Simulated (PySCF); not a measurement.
C4H7ClSi, SMILES [SiH3][C@@H]1C=C(Cl)C1. The structure is a stationary point at PBE-D3(BJ)/def2-SVP. The structure was generated by enumeration; whether it is a known compound was not checked.

Computed equilibrium geometry at PBE-D3(BJ)/def2-SVP (PySCF confirms it by a frequency run) as Cartesian coordinates in Å:
```xyz
13

Si    -2.5332    -0.0403     0.3356
C     -0.7614     0.1854     0.9931
C      0.1448     1.0966     0.1732
C      0.9842     0.0797    -0.1362
Cl     2.4055    -0.0467    -1.1023
C      0.2442    -0.9800     0.6411
H     -3.2659    -1.0859     1.1353
H     -2.4729    -0.4727    -1.1048
H     -3.2941     1.2555     0.4288
H     -0.7897     0.4216     2.0807
H      0.1061     2.1656    -0.0771
H      0.7849    -1.3986     1.5147
H     -0.1686    -1.8162     0.0369
```
Charge 0, spin multiplicity 1.
